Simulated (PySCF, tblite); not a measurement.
Calculations on `CCNB(Cl)C`, in the order of a workflow; each names the level of the geometry that it ran on. Settings lines and outputs come from a driver script.

Species: C₃H₉BClN.
Bonds: C1–C2, C2–N3, N3–B4, B4–C5, B4–Cl6. Hydrogens: H7, H8, H9 on C1; H10, H11 on C2; H12 on N3; H13, H14, H15 on C5.

Step 1: GFN2-xTB geometry optimisation, gas phase (tblite 0.8.0) (from a force-field or distance-geometry start)
```json
{"job": {"kind": "relax", "xc": "GFN2-xTB", "basis": "xTB"}, "charge": 0, "multiplicity": 1}
```
```
step      E/eV     max force
  0    -537.33050    3.856
  1    -537.73417    1.933
  2    -537.94907    1.978
...
 83    -538.42671    0.017
 84    -538.42674    0.019
 85    -538.42676    0.013
 86    -538.42678    0.011
 87    -538.42679    0.008
```

Energy lowered by 25.3 kcal/mol over 87 steps; largest atomic force 0.008 eV/Å at the end. «max force» is the largest atomic force in eV/Å.

On Arm Neoverse V1, one thread, no GPU, shared host, this took 0.48 s of wall time.

Step 2: GFN2-xTB harmonic vibrations, gas phase (tblite 0.8.0) (on the GFN2-xTB geometry)
```json
{"job": {"kind": "ir", "xc": "GFN2-xTB", "basis": "xTB"}, "charge": 0, "multiplicity": 1}
```
```
(table of modes left out)
```

39 modes from 47 to 3434 cm⁻¹ (unscaled, harmonic); zero-point energy 77.6 kcal/mol; all wavenumbers are real at this level.

On one thread, Arm Neoverse V1 (aarch64), shared host, this took 0.39 s.

Step 3: TDDFT B3LYP/def2-SVPD, vertical, gas phase, core orbitals frozen in the response (PySCF 2.14.0, density-fitted response routines) (on the GFN2-xTB geometry)
```json
{"job": {"kind": "uv", "xc": "B3LYP", "basis": "def2-SVPD", "nstates": 8, "ntriplets": 3}, "charge": 0, "multiplicity": 1}
```
```
...
Static polarisability (au): isotropic 74.645, principal 60.660 74.570 88.706
Singlet excitations
state   eV       nm        f      main configurations
  1   6.4544    192.1   0.00738   H->L 0.98
  2   7.2628    170.7   0.11320   H->L+1 0.58, H-1->L 0.32
  3   7.3105    169.6   0.07005   H-1->L+1 0.47, H-1->L 0.29, H->L+1 0.14
  4   7.3516    168.6   0.08026   H-1->L+1 0.45, H-1->L 0.35, H->L+1 0.10
  5   7.5670    163.8   0.01422   H->L+3 0.84
  6   7.6444    162.2   0.09251   H->L+2 0.69, H->L+1 0.12, H->L+3 0.10
  7   7.8538    157.9   0.02435   H->L+4 0.90
  8   8.2738    149.9   0.00238   H-1->L+2 0.63, H->L+5 0.20
Triplet excitations (Tamm-Dancoff, eV): 5.9330 6.3287 7.0724
```

HOMO -7.43 eV, LUMO -0.01 eV; lowest singlet 6.45 eV; lowest triplet 5.93 eV (Tamm–Dancoff); mean polarisability 74.6 au.

On one thread, Arm Neoverse V1 (aarch64), shared host with 32 logical CPUs at a one-minute load of 20, this took 31 s and 0.79 GiB of memory at its peak.

Geometry of the electronic-property runs (GFN2-xTB):
```
atom  x, y, z in Å
C1     2.252   -0.447    0.161
C2     1.257   -0.068   -0.931
N3    -0.109   -0.294   -0.502
B4    -1.143    0.617   -0.370
C5    -2.586    0.189    0.131
Cl6   -0.846    2.284   -0.792
H7     3.267   -0.248   -0.173
H8     2.170   -1.504    0.406
H9     2.059    0.133    1.060
H10    1.361    0.990   -1.180
H11    1.455   -0.658   -1.834
H12   -0.272   -1.259   -0.254
H13   -2.617   -0.838    0.486
H14   -3.318    0.281   -0.670
H15   -2.935    0.830    0.937
```

 (This holds for the electronic-property runs.)

One conformer stands for the species.
